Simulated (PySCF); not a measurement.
Gas-phase reaction: 5 H2 + 4 InCl2 + N2 = 2 InCl3.NH3 + 2 InH2Cl

Energies from PySCF, thermal terms from the rigid-rotor harmonic-oscillator model, ideal gas at 1 bar. † marks an energy on the PBE0/def2-TZVP geometry and frequencies; other levels use their own. CCSD(T) freezes the core. Open shells (unrestricted): InCl2 (multiplicity 2); the rest are closed-shell singlets. In: scalar-relativistic def2 core potential, no spin-orbit coupling. Adducts (InCl3.NH3) have no counterpoise correction, and HF, PBE, BLYP, B3LYP and PBE0 lack dispersion. InCl2, InCl3.NH3, InH2Cl: computed as isolated molecules; such fragments, hydroxides, amides, oligomers or adducts are transient or little studied in the gas. CCSD(T) isn't extrapolated to the basis-set limit.

PBE/def2-TZVP† gives ΔH°(298 K) = -474 kJ.

What do HF/def2-TZVP†, CCSD(T)/def2-SVP†, PBE0/def2-TZVP give?

HF/def2-TZVP†: -412 kJ; CCSD(T)/def2-SVP†: -562 kJ; PBE0/def2-TZVP: -554 kJ. For scale, ΔH°(298 K) is -474 kJ at this level, -585 kJ at ωB97M-V/def2-TZVP†, and runs from -725 to -339 kJ over the 16 levels computed.
